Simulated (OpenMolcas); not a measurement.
An OpenMolcas run meant for N (ANO-RCC-VDZ, DKH3; inactive shells 1s 2s; intended active space 3 electrons in 3 orbitals (2p)). One step of its input:

```
&CASPT2
Multistate=1 1
Frozen=0 0
IPEA=1.5
Imaginary=0.1
MaxIter=60
WThr=0.0 0.3 0.05
PrWF=0.5
NoMix
```

The run finished. Its levels beside those of a sound run (SS-CASPT2, IPEA 0.25 Eh, imaginary shift 0.1 Eh (closed shells correlated: 1s 2s)), in cm⁻¹ above each run's lowest level:

```json
{"Level": "2s² 2p³ ⁴S°_3/2", "This run": "0.0", "Usual run": "0.0"}
{"Level": "2s² 2p³ ²D°_3/2", "This run": "22292", "Usual run": "22430"}
{"Level": "2s² 2p³ ²D°_5/2", "This run": "22293", "Usual run": "22431"}
{"Level": "2s² 2p³ ²P°_1/2", "This run": "33056", "Usual run": "31646"}
{"Level": "2s² 2p³ ²P°_3/2", "This run": "33057", "Usual run": "31647"}
```

Which setting is unsound, and how much does it matter here?

The IPEA shift is far above its usual 0.25 hartree. Against the sound run the excited levels shown move by 770 cm-1 on average and by 1400 cm-1 at most.

Term energies are means over components that CASPT2 splits; among the terms shown or strongly mixed into the levels shown the widest spread is 100 cm-1 (2s² 2p³ ²D°, this run). With the s shell closed, the reference lacks s² → p² mixing. Some terms miss by over 15 % even with CASPT2, which points to a basis or an active space too small for the shells correlated. Only configurations of the active space appear.

° marks odd parity.
